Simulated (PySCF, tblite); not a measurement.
Isomers of C6H8OSi, one GFN2-xTB conformer each. Single-point energies are computed at PBE0/pcSseg-1 (PySCF, gas phase, no added dispersion term), electronic only.

**Question.** Rank them by PBE0/pcSseg-1 energy, lowest first (kcal/mol).
A. `[CH:1]#[C:2][C@@H:3]1[CH2:4][C@:5]1([SiH3:6])[CH:7]=[O:8]` with C4–C5–C7–O8 147°
B. `[cH:1]1[cH:2][o:3][c:4]([SiH:5]2[CH2:6][CH2:7]2)[cH:8]1` with O3–C4–Si5–C6 154°
C. `C1(=C)CC(=C=O)[Si@@H]1C`

**Answer.** C (0.0), B (3.1), A (39.6).

As drawn, the lowest has a four-membered ring, cumulated double bonds and a C=C bond outside aromatic rings, which the highest lacks; the highest has a three-membered ring and a C≡C bond, which the lowest lacks. GFN2-xTB itself gives, in the same order: 7.2, 0.0, 19.4. GFN2-xTB puts c1coc([SiH]2CC2)c1 lowest instead; measured from each level's own lowest isomer, the values differ by up to 20.2 kcal/mol (C#C[C@@H]1C[C@]1([SiH3])C=O: 19.4 against 39.6).

**Question.** Which frontier levels, dipoles and rotational constants go with these structures?

**Answer.** 
```
                     SMILES  HOMO (eV, PBE0/pcSseg-1)  LUMO (eV)  dipole (D)      A, B, C (MHz)
      C=C1CC(=C=O)[Si@@H]1C                     -6.57      -0.82        2.55  2520, 1265, 907.4
         c1coc([SiH]2CC2)c1                     -6.22      -0.43        0.89  5098, 1014, 907.8
C#C[C@@H]1C[C@]1([SiH3])C=O                     -7.52      -0.93        2.74   2760, 1233, 1010
```

**Question.** What happens when harmonic zero-point energies from GFN2-xTB frequencies are added?

**Answer.** 
```
                     SMILES  ZPE (kcal/mol)  electronic (kcal/mol)  with ZPE (kcal/mol)
      C=C1CC(=C=O)[Si@@H]1C            73.7                    0.0                  0.0
         c1coc([SiH]2CC2)c1            75.4                    3.1                  4.8
C#C[C@@H]1C[C@]1([SiH3])C=O            69.9                   39.6                 35.8
```

The zero-point energies span 5.5 kcal/mol. The order is unchanged.
